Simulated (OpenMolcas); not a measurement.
## Computed levels of Sb

```yaml
Program: OpenMolcas
Method: RASSCF
Basis: ANO-RCC-VTZP [7s6p4d2f1g]
Scalar_Hamiltonian: DKH2, point nucleus
Active_space: 5 electrons in 9 orbitals (RAS2 5s 5p; RAS3 5d, at most 2 electrons)
State_averaging: 2S+1 = 4 odd, 1 root; 2S+1 = 2 odd, 8 roots; 2S+1 = 4 even, 3 roots; 2S+1 = 2 even, 5 roots (0 in the spin-orbit step)
Spin-orbit_coupling: RASSI with atomic mean-field integrals over the reference wave functions, term energies averaged over their components
```

Spin-free terms above the lowest, with the occupations of the reference:

```
Configuration  Term  E (cm⁻¹)              Occupations
      5s² 5p³   ⁴S°       0.0  5s 1.96 5p 2.99 5d 0.05
      5s² 5p³   ²D°     12489  5s 1.96 5p 2.98 5d 0.06
      5s² 5p³   ²P°     19469  5s 1.94 5p 3.00 5d 0.06
       5s 5p⁴    ⁴P     57290  5s 1.11 5p 3.73 5d 0.17
```

With spin-orbit coupling, above the lowest level:

| Configuration | Term | J | E (cm⁻¹) | Measured (cm⁻¹) | Term weight % |
| --- | --- | --- | --- | --- | --- |
| 5s² 5p³ | ⁴S° | 3/2 | 0.0 | 0.0 | 98 |
| 5s² 5p³ | ²D° | 3/2 | 11819 | 8512 | 89 |
| 5s² 5p³ | ²D° | 5/2 | 12871 | 9854 | 100 |
| 5s² 5p³ | ²P° | 1/2 | 19888 | 16395 | 100 |
| 5s² 5p³ | ²P° | 3/2 | 21265 | 18464 | 87 |
| 5s 5p⁴ | ⁴P | 5/2 | 56388 |  | 100 |
| 5s 5p⁴ | ⁴P | 3/2 | 58528 |  | 100 |

Against the 4 measured excited levels shown (NIST Handbook of Basic Atomic Spectroscopic Data) the mean absolute deviation is 3200 cm-1; the largest miss in energy is 5s² 5p³ ²P°_1/2: computed 19888, measured 16395 cm⁻¹ (+21.3 %), and the largest in proportion 5s² 5p³ ²D°_3/2 (+38.8 %).

Spin-orbit coupling puts the lowest level 382 cm⁻¹ below the lowest spin-free term.

Some high roots are left out of the spin-orbit mixing, which shifts the levels that they would mix with. Active for correlation alone: 5d; no level in the range computed is led by a configuration that fills it, so any true level of that kind is missing. Some terms mix strongly with configurations of 5d, whose occupation reaches 0.17 (5s 5p⁴ ⁴P). Measured partners are found by configuration, term and J. A level has none where our copy of the source lacks it or the pairing is in doubt (some pairs that miss far off the trend of their configuration count as doubtful), and it then counts in no deviation. Levels of configurations outside the active space are missing. The first state left out of the spin-orbit step lies near 74000 cm-1 above the lowest spin-free state of the reference (among the parities and spins computed), and the list stops at four fifths of that energy or lower.

The term weight is that of the spin-free term in the level, not the purity of its configuration. ° marks odd parity.
